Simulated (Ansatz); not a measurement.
Frontier orbitals of `NB1O[SiH2]1`.

Z-matrix (Å, degrees):
```
Si
B 1 1.889
O 1 1.728 2 44.2
H 1 1.484 2 125.1 3 87.8
H 1 1.484 2 125.1 3 -87.8
N 2 1.384 1 166.3 3 180.0
H 6 1.003 2 122.8 1 0.0
H 6 1.007 2 122.3 1 -180.0
```

Charge 0, multiplicity 1. The geometry is a stationary point of PBE0-D4/def2-TZVP. It is one conformer, not always the lowest. Basis def2-TZVPP, Ansatz 0.2.0.

```json
{"functional": "r2SCANh", "HOMO (eV)": "-6.30", "LUMO (eV)": "-0.67"}
```

(1) Give HOMO and LUMO (eV) with LDA (SPW92), PBE, revPBE, BLYP, r2SCAN, B97M-V, PBE0, B3LYP, r2SCAN0, HSE06 (plane-wave form), BHLYP, CAM-B3LYP, LC-ωPBE, ωB97X-V, ωB97M-V, HF. (An estimate is asked.)

Answers

(1) Ansatz gave: 
```
             functional   HOMO   LUMO
            LDA (SPW92)  -5.80  -1.47
                    PBE  -5.66  -1.27
                 revPBE  -5.61  -1.18
                   BLYP  -5.54  -1.16
                 r2SCAN  -5.86  -0.96
                 B97M-V  -5.92  -1.09
                   PBE0  -6.82  -0.43
                  B3LYP  -6.63  -0.66
                r2SCAN0  -6.96  -0.24
HSE06 (plane-wave form)  -6.42  -0.81
                  BHLYP  -7.91   0.41
              CAM-B3LYP  -8.17   0.55
                LC-ωPBE  -9.48   1.71
                ωB97X-V  -9.14   1.58
                ωB97M-V  -8.97   1.29
                     HF  -9.56   2.58
```

B3LYP here is the variant with VWN-RPA as its local correlation; programs differ in this. LC-ωPBE has ω = 0.4 bohr⁻¹. Positive LUMOs are unbound and depend on the basis.
